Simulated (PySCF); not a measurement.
CH4NO, SMILES NC=[OH+], charge +1. Atoms are numbered in the order given.

```xyz
7

N     -0.1881     1.1106     0.0000
C      0.4321    -0.0264     0.0000
O     -0.1072    -1.1908     0.0000
H     -1.1990     1.1974     0.0000
H      0.3447     1.9728     0.0000
H      1.5177    -0.0370     0.0000
H     -1.0815    -1.2226     0.0000
```
Charge +1, spin multiplicity 1.

Geometry optimised at B3LYP-D3(BJ)/def2-TZVP. The isomer is the one that the SMILES or the coordinates give; other isomers of the formula were not compared. The values are those of a single conformer.

Two levels are set side by side: PBE/pcJ-1 (PySCF) and B3LYP/pcJ-1 (PySCF). One-bond couplings, all four terms, same geometry. Isotopes: 13C, 14N, 17O, 1H. Differences are taken from unrounded values.

```json
[
 {"quantity": "¹J(N1,C2) (Hz)", "PBE": "11.8"},
 {"quantity": "¹J(N1,H4) (Hz)", "PBE": "65.2"},
 {"quantity": "¹J(N1,H5) (Hz)", "PBE": "69.6"},
 {"quantity": "¹J(C2,H6) (Hz)", "PBE": "219.4"}
]
```

Question: These are the PBE values. What does B3LYP give? (The exact figures need the calculation; the answer reports its results.)

Answer: 
```tsv
quantity	B3LYP	PBE minus B3LYP
¹J(N1,C2) (Hz)	14.6	-2.8
¹J(N1,H4) (Hz)	71.0	-5.8
¹J(N1,H5) (Hz)	75.3	-5.8
¹J(C2,H6) (Hz)	234.9	-15.5
```

Rough cost on one machine, each run with all the roots and properties that it gave: B3LYP against PBE about 2 times.
